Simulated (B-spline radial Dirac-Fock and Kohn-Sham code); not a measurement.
ΔSCF core binding energies without Breit or QED terms, calculated with a radial B-spline solver.

A sound run for Rh⁶⁺, configuration [Kr] 4d3: The ground state converged in 9 iterations, with total energy -4773.88011 Ha, virial ratio 1.95893 and highest orbital energy -96.22 eV. ΔSCF binding energies: K (1s) 23398.2 eV, L3 (2p3/2) 3121.3 eV, M5 (3d5/2) 416.7 eV.

A second run, with one unsound setting: The ground state had not converged after 5 iterations, with total energy -4773.87878 Ha, virial ratio 1.95942 and highest orbital energy -96.46 eV. ΔSCF binding energies: K (1s) 23398.3 eV, L3 (2p3/2) 3121.3 eV, M5 (3d5/2) 416.7 eV (not all states converged, so these are not final).

```
iter   energy (Ha)        error
   1    -4765.37627938  1.59e+00
   2    -4772.83096484  3.43e-01
   3    -4773.77932200  8.61e-02
   4    -4773.86949427  2.77e-02
   5    -4773.87877818  1.33e-02
```

Task: Which fault fits the second run best?
A. too few quadrature points
B. mesh too coarse
C. nuclear radius in wrong units
D. too few iterations

Result: D. The input had maxit = 5: maxit ends the run before self-consistency.
